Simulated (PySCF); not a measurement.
Species: C4H14BPSi.
Z-matrix (Å and degrees, PBE0-D3(BJ)/def2-SVP geometry), rows numbered from 1:
```
B 
P   1  1.8484
Si  2  2.2497  1  108.04
C   3  1.9046  2  110.36  1  -163.18
C   4  1.5313  3  108.03  2  -178.54
C   4  1.5310  3  109.06  2   -58.90
C   4  1.5297  3  109.31  2    61.48
H   1  1.2065  2  120.43  3  -141.32
H   1  1.2078  2  118.21  3    46.09
H   2  1.4196  1  107.08  3   113.21
H   3  1.4971  2  110.96  1    74.88
H   3  1.4952  2  105.13  1   -43.47
H   5  1.1023  4  112.01  3    59.84
H   5  1.1044  4  110.20  3   179.25
H   5  1.1022  4  111.90  3   -61.38
H   6  1.1043  4  110.31  3  -178.30
H   6  1.1023  4  112.02  3   -58.72
H   6  1.1023  4  111.71  3    62.52
H   7  1.1019  4  111.69  3   -60.90
H   7  1.1019  4  111.87  3    59.91
H   7  1.1042  4  110.24  3   179.45
```

Computed with PySCF at PBE0/pcSseg-1, non-relativistic, on one gas-phase PBE0-D3(BJ)/def2-SVP geometry that isn't relaxed in the solvent. The solvent is an IEF-PCM continuum (cavity from Bondi-type radii × 1.2). Only the electrostatic response of the medium enters.

```
run  E − E(gas) (kcal/mol)  HOMO (eV)  HOMO–LUMO gap (eV)  dipole (D)
gas                   0.00      -7.22                5.62        1.86
  P                  -1.59      -7.20                5.59        2.41
  Q                  -1.18      -7.19                5.60        2.26
```

Task: The runs were made in acetone and chloroform. Which run belongs to which solvent?

Result: P = acetone, Q = chloroform. The dielectric constants are 4.711 (chloroform), 20.49 (acetone), and the energy falls further as ε rises. In this model the ground state sees the solvent through ε alone.

Task: How constant is the ratio of the lowering to (ε − 1)/(2ε + 1)?

Result: 
```json
{"solvent": "chloroform", "(ε − 1)/(2ε + 1)": "0.356", "E − E(gas) (kcal/mol)": "-1.18", "ratio (kcal/mol)": "-3.3", "polarisation term (kcal/mol)": "-1.30"}
{"solvent": "acetone", "(ε − 1)/(2ε + 1)": "0.464", "E − E(gas) (kcal/mol)": "-1.59", "ratio (kcal/mol)": "-3.4", "polarisation term (kcal/mol)": "-1.82"}
```

The ratio changes by +3.5 % in size from chloroform to acetone. The polarisation term is half the interaction of the solute with the induced surface charges.
